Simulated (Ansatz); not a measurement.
Reaction (redistribution): `C[SiH2][NH][SnH3]` + `CC(C)[SiH3]` → `C[CH](C)[SnH3]` + `C[SiH2]N[SiH3]`

Calculated with Ansatz (gas phase, PBE0-D4/def2-TZVP geometries, no zero-point term in ΔE). CBS: MP2 limit from def2 TZ/QZ plus the TZ coupled-cluster correction, frozen cores. DFT in def2-TZVPP. B3LYP here is the variant with VWN-RPA as its local correlation; programs differ in this. Elements past krypton have def2 core potentials. For Sn outer-core shells are correlated without core-valence functions, which leaves a few kJ/mol of doubt a bond. One conformer a species, not always the lowest.

`C[SiH2][NH][SnH3]`:

Cartesian coordinates in Å:
```
C -0.334 1.618 0.671
Si 0.156 -0.027 1.406
N 0.588 -1.095 0.131
Sn 0.003 -1.019 -1.805
H 0.481 2.052 0.087
H -0.592 2.321 1.467
H -1.212 1.526 0.024
H -0.983 -0.530 2.235
H 1.308 0.145 2.338
H 1.013 -1.974 0.386
H 0.515 -2.491 -2.497
H 0.754 0.319 -2.553
H -1.696 -0.847 -1.888
```

`CC(C)[SiH3]`:

Z-matrix (Å, degrees):
```
C
C 1 1.526
H 1 1.093 2 112.1
H 1 1.095 2 110.9 3 120.4
H 1 1.095 2 111.1 3 -120.4
C 2 1.526 1 111.4 3 -177.7
Si 2 1.884 1 111.1 3 57.8
H 2 1.098 1 108.5 3 -58.4
H 6 1.093 2 112.1 1 177.6
H 6 1.094 2 111.1 1 -61.9
H 6 1.095 2 110.9 1 57.3
H 7 1.489 2 110.8 1 -178.1
H 7 1.490 2 109.9 1 62.2
H 7 1.489 2 110.8 1 -57.5
```

`C[CH](C)[SnH3]`:

```xyz
14

C    -1.421   -0.260    0.610
C    -0.052    0.359    0.369
C     1.048   -0.399    1.096
Sn    0.371    0.483   -1.748
H    -2.223    0.305    0.128
H    -1.644   -0.299    1.683
H    -1.467   -1.287    0.236
H    -0.063    1.396    0.720
H     0.845   -0.439    2.172
H     1.121   -1.433    0.745
H     2.029    0.065    0.963
H     0.419   -1.100   -2.400
H     1.884    1.236   -2.018
H    -0.846    1.375   -2.556
```

`C[SiH2]N[SiH3]`:

Cartesian coordinates in Å:
```
C -2.128 -0.164 -0.491
Si -0.706 -0.278 0.710
N 0.818 -0.510 -0.076
Si 2.172 0.555 -0.123
H -3.073 -0.025 0.043
H -1.994 0.676 -1.176
H -2.213 -1.077 -1.086
H -0.975 -1.402 1.652
H -0.583 0.983 1.489
H 0.959 -1.413 -0.508
H 1.686 1.930 0.151
H 2.811 0.503 -1.466
H 3.225 0.222 0.879
```

```csv
level,ΔE (kJ/mol),difference from CCSD(T)/CBS
PBE-D4,-32.7,2.7
r2SCAN-D4,-34.2,1.2
PBE0-D4,-33.7,1.7
B3LYP-D4,-35.4,0.0
ωB97X-V,-31.9,3.5
ωB97M-V,-34.1,1.3
B2PLYP,-37.3,-1.9
PBE,-34.4,1.0
r2SCAN,-34.5,0.9
PBE0,-35.2,0.2
B3LYP,-38.1,-2.7
HF/def2-TZVPP,-36.7,-1.3
MP2/def2-TZVPP,-38.6,-3.2
SCS-MP2/def2-TZVPP,-37.5,-2.1
CCSD/def2-TZVPP,-36.7,-1.3
CCSD(T)/def2-TZVPP,-35.9,-0.5
HF/def2-QZVPP,-36.5,-1.1
MP2/def2-QZVPP,-38.2,-2.8
SCS-MP2/def2-QZVPP,-37.1,-1.7
HF/CBS(def2),-36.5,-1.1
MP2/CBS(def2),-38.1,-2.7
CCSD/CBS(def2),-36.2,-0.8
CCSD(T)/CBS,-35.4,0
```

Largest T1 diagnostic among the species: 0.012.
